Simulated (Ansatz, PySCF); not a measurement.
This PySCF input computes a PBE0/def2-TZVPD energy:

```python
from pyscf import gto, scf, dft

mol = gto.M(
    atom='''
    Si   -0.39944634    0.20754497    0.70030370
    F    -1.58505953   -0.57367170   -0.17303181
    F    -0.41851597    1.63403646   -0.16193260
    Cl    1.38967225   -0.73228897   -0.39938659
    ''',
    basis='def2-tzvpd',
    charge=-1,
    spin=0,
    verbose=4,
)

mf = dft.RKS(mol, xc='pbe0').density_fit(auxbasis='def2-universal-jkfit')
mf.grids.level = 3
mf.conv_tol = 1e-9
mf.max_cycle = 100
mf.max_memory = 1500
mf.kernel()
if not mf.converged:
    mf = mf.newton()
    mf.kernel(mf.make_rdm1())
mf.analyze()
```

Task: Write an input for the same energy in Ansatz (a first-principles code) and say what it gives.

Result: 
Ansatz 0.2 input:
```yaml
crystal:
  periodic: [false, false, false]
  atoms:
    - {symbol: Si, position_ang: [-0.39944634, 0.20754497, 0.70030370]}
    - {symbol: F, position_ang: [-1.58505953, -0.57367170, -0.17303181]}
    - {symbol: F, position_ang: [-0.41851597, 1.63403646, -0.16193260]}
    - {symbol: Cl, position_ang: [1.38967225, -0.73228897, -0.39938659]}
basis:
  gaussian:
    orbitals: def2-TZVPD
hamiltonian:
  xc: {name: PBE0}
total_charge: -1
output: {forces: true}
```
It gives -949.25695 Eh, and PySCF -949.25699 Eh, a difference of 0.04 mEh, from the treatment of integrals and grids.
